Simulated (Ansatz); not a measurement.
Ansatz (a quantum-chemistry and plane-wave program) input (HF/def2-TZVP):

Ansatz 0.2 input:
```yaml
crystal:
  periodic: [false, false, false]
  atoms:
    - {symbol: Cs, position_ang: [-0.00000000, -0.00000000, -2.98396199]}
    - {symbol: Cs, position_ang: [0.00000000, 0.00000000, 2.98396199]}
basis:
  gaussian:
    orbitals: def2-TZVP
hamiltonian:
  xc: {name: HF}
total_charge: 1
magnetization: {spin_polarized: true, initial_magnetization: 1}
relax: {f_tol: 0.003, max_steps: 100}
```

Output:

```
Functional definition: HF
integrals: 0.01 GiB planned
622 factors; integrals over basis functions are off by at most 3.5e-4 eV
mean field: 0.12 GiB planned
mean field evaluation 1: about -1077.5229 eV, gradient 1.8e0 eV
mean field evaluation 2: about -1077.5281 eV, gradient 1.7e0 eV
mean field evaluation 4: about -1077.6905 eV, gradient 5.3e-1 eV
mean field evaluation 8: about -1077.7158 eV, gradient 1.5e-3 eV
mean field evaluation 16: about -1077.3373 eV, gradient 1.4e0 eV
mean field evaluation 32: about -1076.2593 eV, gradient 4.5e0 eV
mean field evaluation 64: about -1077.7154 eV, gradient 9.3e-2 eV
mean field -1077.71580928 eV, -39.6053254892 hartree, gradient 2.2e-5 eV, S^2 0.750218; 0 other end points of the search recorded, 0 dependent functions left out
the calculation of the forces begins
reference -1077.71580928 eV, -39.6053254892 hartree; 9, 8 occupied and 49, 50 virtual orbitals, 622 factors
relax step   1: F+E_penalty+E_count = -1077.71580928 eV  Δ(F+E_penalty+E_count) = +0.000e0 eV  max|allowed force component| = 3.536e-2 eV/Å  Δτ_max = 0.0000 Å  (90 SCF iters, accepted)
these checks for a lower state are left out or cut short: starts, cluster_reference, orbital_swaps, neighbouring_geometries, increment
integrals: 0.01 GiB planned
622 factors; integrals over basis functions are off by at most 3.5e-4 eV
mean field: 0.12 GiB planned
mean field -1077.71601063 eV, -39.6053328885 hartree, gradient 7.2e-5 eV, S^2 0.750219; 0 other end points of the search recorded, 0 dependent functions left out
the calculation of the forces begins
reference -1077.71601063 eV, -39.6053328885 hartree; 9, 8 occupied and 49, 50 virtual orbitals, 622 factors
relax step   2: F+E_penalty+E_count = -1077.71601063 eV  Δ(F+E_penalty+E_count) = -2.013e-4 eV  max|allowed force component| = 3.443e-2 eV/Å  Δτ_max = 0.0029 Å  (29 SCF iters, accepted)
these checks for a lower state are left out or cut short: starts, cluster_reference, orbital_swaps, neighbouring_geometries, increment
integrals: 0.01 GiB planned
622 factors; integrals over basis functions are off by at most 3.8e-4 eV
mean field: 0.12 GiB planned
mean field -1077.71933647 eV, -39.6054551107 hartree, gradient 3.1e-5 eV, S^2 0.750247; 0 other end points of the search recorded, 0 dependent functions left out
the calculation of the forces begins
reference -1077.71933647 eV, -39.6054551107 hartree; 9, 8 occupied and 49, 50 virtual orbitals, 622 factors
relax step   3: F+E_penalty+E_count = -1077.71933647 eV  Δ(F+E_penalty+E_count) = -3.326e-3 eV  max|allowed force component| = 4.583e-3 eV/Å  Δτ_max = 0.1056 Å  (40 SCF iters, accepted)
these checks for a lower state are left out or cut short: starts, cluster_reference, orbital_swaps, neighbouring_geometries, increment
integrals: 0.01 GiB planned
622 factors; integrals over basis functions are off by at most 3.8e-4 eV
mean field: 0.12 GiB planned
mean field -1077.71938702 eV, -39.6054569685 hartree, gradient 2.3e-5 eV, S^2 0.750244; 0 other end points of the search recorded, 0 dependent functions left out
the calculation of the forces begins
reference -1077.71938702 eV, -39.6054569685 hartree; 9, 8 occupied and 49, 50 virtual orbitals, 622 factors
relax step   4: F+E_penalty+E_count = -1077.71938702 eV  Δ(F+E_penalty+E_count) = -5.055e-5 eV  max|allowed force component| = 2.654e-4 eV/Å  Δτ_max = 0.0105 Å  (33 SCF iters, accepted)
integrals: 0.01 GiB planned
622 factors; integrals over basis functions are off by at most 3.8e-4 eV
mean field: 0.12 GiB planned
mean field evaluation 96: about -1077.5220 eV, gradient 1.8e0 eV
mean field evaluation 128: about -1076.4639 eV, gradient 1.3e-1 eV
mean field -1077.71938702 eV, -39.6054569685 hartree, gradient 2.3e-5 eV, S^2 0.750244; 1 other end points of the search recorded, 0 dependent functions left out
the calculation of the forces begins
reference -1077.71938702 eV, -39.6054569685 hartree; 9, 8 occupied and 49, 50 virtual orbitals, 622 factors
Total energy: -1077.71938702 eV, -39.6054569685 hartree
Atom 0 at    -0.000000    -0.000000    -2.885924 Å, force     0.000000     0.000000    -0.000265 eV/Å
Atom 1 at     0.000000     0.000000     2.885924 Å, force    -0.000000    -0.000000     0.000265 eV/Å
Dipole moment:     0.000000     0.000000    -0.000000 e Å
```
